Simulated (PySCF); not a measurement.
hydrogen bromide, BrH, SMILES Br, point group C∞v.

Force field and properties: CAM-B3LYP/def2-TZVP (PySCF, grid level 2). Vibrational terms come from second-order perturbation theory with semi-diagonal cubic constants, by steps of ±0.6 along the normal coordinates of each isotopologue. The parent has the commonest isotopes.

Equilibrium geometry (Å):

```
atom        x        y        z
 Br1   0.7148  -0.0108  -0.0123
  H2  -0.7038   0.0159  -0.0443
```

An isotope shift is δ(isotopologue) − δ(parent), that is, the negative of the change in the averaged GIAO shielding; n counts bonds from the nearest label (0: the labelled atom itself). These are computed values; those of heavy atoms are rounded to 5 ppb, about the numerical noise.

Question: What isotope shifts arise with ²H at 2?

Answer: 
```
nucleus  n  0 K (ppb)  100 K (ppb)
     H2  0        -71          -71
```

Spin–orbit effects of the heavy atoms on shieldings are missing.
